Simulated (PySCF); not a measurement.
Isomers of C5H10Si side by side.

PySCF, CAM-B3LYP/def2-SVPD, density fitting, gas phase; each molecule at its own GFN2-xTB geometry, one conformer. Singlet excitations by full TDDFT with frozen cores and triplets by Tamm–Dancoff TDDFT. 

Torsions of the conformers computed, which needn't be the lowest (atom-mapped SMILES):
- `[CH2:1]=[CH:2]/[CH:3]=[C:4](\[CH3:5])[SiH3:6]`: C1–C2–C3–C4 179°
- `[CH2:1]=[CH:2][CH2:3][SiH:4]1[CH2:5][CH2:6]1`: C1–C2–C3–Si4 106°, C2–C3–Si4–C5 151°
- `[CH2:1]=[CH:2][SiH2:3][C:4](=[CH2:5])[CH3:6]`: C1–C2–Si3–C4 -117°, C2–Si3–C4–C5 -121°
- `[CH2:1]=[C:2]([CH3:3])[C@@H:4]1[CH2:5][SiH2:6]1`: C1–C2–C4–C5 -156°
- `[CH2:1]=[CH:2][SiH:3]1[CH2:4][CH2:5][CH2:6]1`: C1–C2–Si3–C4 132°
- `[CH2:1]1[CH2:2][CH:3]1[SiH:4]1[CH2:5][CH2:6]1`: C2–C3–Si4–C5 -172°
- `[CH2:1]=[CH:2][C:3](=[CH2:4])[CH2:5][SiH3:6]`: C1–C2–C3–C4 179°, C2–C3–C5–Si6 81°
- `[CH3:1][C@H:2]1[CH:3]=[C:4]1[CH2:5][SiH3:6]`: C3–C4–C5–Si6 -102°
- `[CH2:1]=[CH:2][CH:3]1[CH2:4][SiH2:5][CH2:6]1`: C1–C2–C3–C4 125°

The conformers of `C[SiH]1CC=CC1` aren't listed.

Reference: `C=C/C=C(\C)[SiH3]`, with HOMO energy -7.84 eV, LUMO energy -0.07 eV, lowest singlet excitation 5.38 eV, lowest triplet excitation 2.99 eV and mean polarisability 95.9 au.

Changes against it:

```tsv
molecule	Δ electronic energy (kcal/mol)	Δ HOMO energy (eV)	Δ LUMO energy (eV)	Δ lowest singlet excitation (eV)	Δ lowest triplet excitation (eV)	Δ mean polarisability (au)
C=C[SiH]1CCC1	-3.7	-0.91	+0.65	+0.94	+1.30	-11.2
C1CC1[SiH]1CC1	+12.4	+0.09	+1.49	+0.95	+2.21	-12.6
C=CC(=C)C[SiH3]	+0.3	-0.06	+0.24	+0.30	+0.21	-6.0
C[SiH]1CC=CC1	-28.9	-0.42	+1.41	+1.32	+1.49	-14.7
C[C@H]1C=C1C[SiH3]	+28.1	-0.11	+1.14	+0.78	+1.09	-10.6
C=CC1C[SiH2]C1	+1.6	-0.83	+1.04	+1.58	+1.50	-11.0
```

Rows whose labels were lost:

```json
{"row": "P", "Δ electronic energy (kcal/mol)": "+8.7", "Δ HOMO energy (eV)": "-0.13", "Δ LUMO energy (eV)": "+1.09", "Δ lowest singlet excitation (eV)": "+0.97", "Δ lowest triplet excitation (eV)": "+1.35", "Δ mean polarisability (au)": "-7.9"}
{"row": "Q", "Δ electronic energy (kcal/mol)": "+11.5", "Δ HOMO energy (eV)": "+0.51", "Δ LUMO energy (eV)": "+0.91", "Δ lowest singlet excitation (eV)": "+0.13", "Δ lowest triplet excitation (eV)": "+0.88", "Δ mean polarisability (au)": "-6.7"}
{"row": "R", "Δ electronic energy (kcal/mol)": "-0.4", "Δ HOMO energy (eV)": "-0.96", "Δ LUMO energy (eV)": "+0.75", "Δ lowest singlet excitation (eV)": "+1.14", "Δ lowest triplet excitation (eV)": "+1.32", "Δ mean polarisability (au)": "-7.9"}
```

Q: Which row belongs to which of `C=CC[SiH]1CC1`, `C=C[SiH2]C(=C)C` and `C=C(C)[C@@H]1C[SiH2]1`?

A: P = `C=CC[SiH]1CC1`, Q = `C=C(C)[C@@H]1C[SiH2]1` and R = `C=C[SiH2]C(=C)C`. P and Q are told apart most clearly by the lowest singlet excitation (+0.97 against +0.13 eV); P and R are told apart most clearly by the electronic energy (+8.7 against -0.4 kcal/mol); Q and R are told apart most clearly by the HOMO energy (+0.51 against -0.96 eV).

Q: Fit a straight line for the change of the LUMO energy against that of the mean polarisability over the labelled rows, and test it on P, Q and R.

A: Over the 6 labelled rows the slope is -0.144 eV/au, the intercept -0.59 eV, r = -0.87 and the standard error 0.26 eV. P: predicted +0.55, computed +1.09 eV; Q: predicted +0.37, computed +0.91 eV; R: predicted +0.55, computed +0.75 eV. The mean miss is 0.43 eV, against 0.14 eV for guessing the labelled rows' mean: the line is of no use for them.
